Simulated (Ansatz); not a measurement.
Species: C3H4S3, SMILES `SC1=CCSS1` (H–S–C–S torsion 48°) (charge 0, multiplicity 1).

Give a relaxed geometry from Ansatz (a program for electronic structure) with PBE-D3(BJ)/def2-TZVP.

Several could match; the one computed here: the end point of this relaxation, one of several conformers (outside a Z-matrix the atoms follow the SMILES, hydrogens last).
Z-matrix (Å, degrees):
```
C
C 1 1.3470
H 1 1.0909 2 121.51
C 1 1.5020 3 120.74 2 -175.26
H 4 1.0997 1 112.79 3 -40.10
H 4 1.1052 5 108.44 1 -124.38
S 2 1.7536 1 124.92 3 -8.98
H 7 1.3573 2 96.49 1 141.78
S 2 1.7709 1 117.16 3 -179.64
S 4 1.8335 5 105.84 6 -119.12
```
